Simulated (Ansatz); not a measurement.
Basis sets compared for B(THF)H3 (C₄H₁₁BO). The state is a singlet with charge 0. Geometry PBE-D4/def2-SVP. Ansatz on 2 threads of AMD EPYC 7R13 on a shared host; times are rough, and most runs start from earlier orbitals.

```xyz
17

B    -1.0276   -1.0741   -1.6723
O     0.0022   -0.6017   -0.5048
C    -0.4672   -0.6820    0.8703
C     0.5243    0.1841    1.6306
C     0.7464    1.3427    0.6437
C     0.7295    0.6517   -0.7220
H    -0.4778   -1.7533    1.1432
H    -1.5049   -0.2839    0.9105
H     0.1293    0.5161    2.6101
H     1.4676   -0.3721    1.8105
H    -0.0898    2.0681    0.7169
H     1.6888    1.8955    0.8228
H     0.1947    1.2184   -1.5086
H     1.7363    0.3722   -1.0927
H    -1.4041   -2.1817   -1.2976
H    -0.3346   -1.0894   -2.6862
H    -1.9129   -0.2105   -1.6745
```

LC-ωPBE has ω = 0.4 bohr⁻¹.

Binding counts from free atoms (B doublet, O triplet, C triplet, H doublet) in the same basis, without a counterpoise term.

```
                          level  functions  energy (Eh)  HOMO (eV)  LUMO (eV)  binding per atom (eV)  wall time
                PBE-D4/def2-SVP        139    -258.5546      -5.94       0.18                   4.11      2.4 s
               PBE-D4/def2-TZVP        252    -258.8408      -6.11      -0.26                   4.07        6 s
               PBE0-D4/def2-SVP        139    -258.5969      -7.37       1.08                   4.06      3.5 s
PBE0-D4/def2-TZVP (with forces)        252    -258.8776      -7.49       0.57                   4.01       16 s
              LC-ωPBE/def2-TZVP        252    -259.0256     -10.32       2.63                   3.99      5.5 s
```

**Question.** Estimate the rows for PBE-D4/def2-TZVPD, PBE0-D4/def2-TZVPD, LC-ωPBE/def2-TZVPD.

**Answer.** 
| level | functions | energy (Eh) | HOMO (eV) | LUMO (eV) | binding per atom (eV) | wall time |
| --- | --- | --- | --- | --- | --- | --- |
| PBE-D4/def2-TZVPD | 324 | -258.8418 | -6.13 | -0.72 | 4.07 | 15 s |
| PBE0-D4/def2-TZVPD | 324 | -258.8784 | -7.50 | -0.07 | 4.01 | 14 s |
| LC-ωPBE/def2-TZVPD | 324 | -259.0266 | -10.33 | 1.41 | 3.99 | 13 s |
